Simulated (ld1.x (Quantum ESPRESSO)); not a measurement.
Scattering properties, ultrasoft potential for iodine

ld1.x (Quantum ESPRESSO) 7.5 input, shortened:

```
&input
   title='I', zed=53., rel=2, dft='PBE', iswitch=3,
   config='[Kr] 4d10 5s2 5p3', rel_dist='average'
 /
 &inputp
   pseudotype=3, tm=.true., lloc=-1, rcloc=1.00,
   nlcc=.true., new_core_ps=.true.
 /
6
5S  1  0   2.00   0.00  1.35  1.80  0.0
5S  1  0   0.00   0.55  1.35  1.80  0.0
5P  2  1   3.00   0.00  1.65  1.95  0.0
5P  2  1   0.00  -0.95  1.65  1.95  0.0
4D  3  2  10.00   0.00  0.90  1.15  0.0
4D  3  2   0.00  -3.65  0.90  1.15  0.0
 &test
   configts(1)='4d10 5s2 5p3'
 /
```

Open shells are filled in proportion to 2j + 1 (rel_dist='average').

The phase is arctan(r·u′/u) with u = r·R(r), unwrapped; energies in Ry, scanned from -7 to 5 Ry. A pole is an energy at which the radial function vanishes at the test radius. The pseudo phase is shifted by a multiple of π to meet the all-electron one at the reference energy, and phase errors are pseudo minus all-electron; the curves can meet again beyond the range given. Levels narrower than the energy grid can be missing from the lists of poles.

Q: For each channel, where are the poles, and over which energies does the pseudopotential scatter like the atom?

A:

```tsv
channel	radius (bohr)	reference energy (Ry)	poles, all-electron	poles, pseudo	unbroken range about the reference energy with phases within 0.05 rad	phase error 1 Ry above the reference energy (rad)
s	2.14	-2.64	-0.41	-0.41	below 4.5	+0.000
p1/2	2.14	-1.86	1.10	1.12	the whole range	+0.000
p3/2	2.14	-1.77	1.49	1.51	the whole range	+0.000
d3/2	2.14	-5.26	-5.16, 4.33	-5.16, 4.28	the whole range	+0.000
d5/2	2.14	-5.13	-5.03, 4.43	-5.03, 4.38	the whole range	+0.000
```

Note: ghost states, extra bound levels that the all-electron valence spectrum of the same l lacks: s at -541.0 eV, p3/2 at -254.1 eV, p1/2 at -208.3 eV. A true bound ghost makes a file unfit for plane-wave use.

Phases in the d3/2 channel:

| E (Ry) | all-electron | pseudo |
| --- | --- | --- |
| -7.00 | 1.353 | 1.353 |
| -6.74 | 1.344 | 1.344 |
| -6.48 | 1.332 | 1.332 |
| -6.22 | 1.316 | 1.316 |
| -5.96 | 1.291 | 1.290 |
| -5.70 | 1.235 | 1.235 |
| -5.44 | 0.933 | 0.933 |
| -5.18 | -1.548 | -1.547 |
| -4.92 | -1.709 | -1.709 |
| -4.66 | -1.755 | -1.755 |
| -4.40 | -1.781 | -1.781 |
| -4.14 | -1.801 | -1.801 |
| -3.88 | -1.819 | -1.819 |
| -3.62 | -1.836 | -1.836 |
| -3.36 | -1.853 | -1.853 |
| -3.10 | -1.873 | -1.873 |
| -2.84 | -1.894 | -1.894 |
| -2.58 | -1.918 | -1.918 |
| -2.32 | -1.946 | -1.946 |
| -2.06 | -1.979 | -1.980 |
| -1.80 | -2.020 | -2.021 |
| -1.54 | -2.072 | -2.072 |
| -1.28 | -2.138 | -2.139 |
| -1.02 | -2.227 | -2.228 |
| -0.76 | -2.351 | -2.352 |
| -0.50 | -2.527 | -2.529 |
| -0.24 | -2.780 | -2.783 |
| 0.02 | -3.117 | -3.121 |
| 0.28 | -3.487 | -3.492 |
| 0.54 | -3.806 | -3.810 |
| 0.80 | -4.038 | -4.042 |
| 1.06 | -4.200 | -4.203 |
| 1.32 | -4.314 | -4.316 |
| 1.58 | -4.397 | -4.399 |
| 1.84 | -4.460 | -4.462 |
| 2.10 | -4.509 | -4.511 |
| 2.36 | -4.548 | -4.550 |
| 2.62 | -4.581 | -4.583 |
| 2.88 | -4.608 | -4.610 |
| 3.14 | -4.632 | -4.634 |
| 3.40 | -4.653 | -4.655 |
| 3.66 | -4.671 | -4.674 |
| 3.92 | -4.688 | -4.691 |
| 4.18 | -4.704 | -4.707 |
| 4.44 | -4.718 | -4.721 |
| 4.70 | -4.732 | -4.735 |
| 4.96 | -4.745 | -4.749 |
